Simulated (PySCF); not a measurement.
A small calculation by hand: entropy of an ideal gas

AlF₄, SMILES [F][Al-]([F])([F])[F], charge -1.

Geometry optimised at PBE-D3(BJ)/def2-SVPD. The isomer is the one that the SMILES or the coordinates give; other isomers of the formula were not compared.

PBE-D3(BJ)/def2-SVPD (PySCF) gives the harmonic wavenumbers 181, 181, 281, 281, 281, 578, 751, 751, 751 cm⁻¹ and the rotational temperatures 0.1600, 0.1600, 0.1600 K. The molar mass is 102.98 g/mol, the symmetry number 12, the spin multiplicity 1.

### Question
Work out the entropy at 298.15 K and 1 atm in the rigid-rotor, harmonic-oscillator model.

### Answer

Translation (Sackur–Tetrode at 1 atm): S = R[1.5 ln M + 2.5 ln T − 1.16487] = 166.5 J/(mol K).
Rotation: q = (√π/σ) T^1.5/√(θA θB θC) = 11900, S = R[ln q + 3/2] = 90.5 J/(mol K).
Vibration: with u = 1.4388 ν/T, each mode gives R[u/(e^u − 1) − ln(1 − e^−u)]:
```json
[
 {"ν (cm⁻¹)": "181", "modes": "2", "u": "0.87", "S (J/(mol K))": "19.40"},
 {"ν (cm⁻¹)": "281", "modes": "3", "u": "1.36", "S (J/(mol K))": "19.17"},
 {"ν (cm⁻¹)": "578", "modes": "1", "u": "2.79", "S (J/(mol K))": "2.05"},
 {"ν (cm⁻¹)": "751", "modes": "3", "u": "3.62", "S (J/(mol K))": "3.15"}
]
```
These are all the modes. Sum 43.8 J/(mol K).
Spin: R ln 1 = 0.0 J/(mol K).
Total 300.8 J/(mol K); the program's own thermochemistry gives 300.9. Translation makes up 55 % and vibration 15 %. Anharmonicity, hindered rotation and orbital degeneracy are left out.
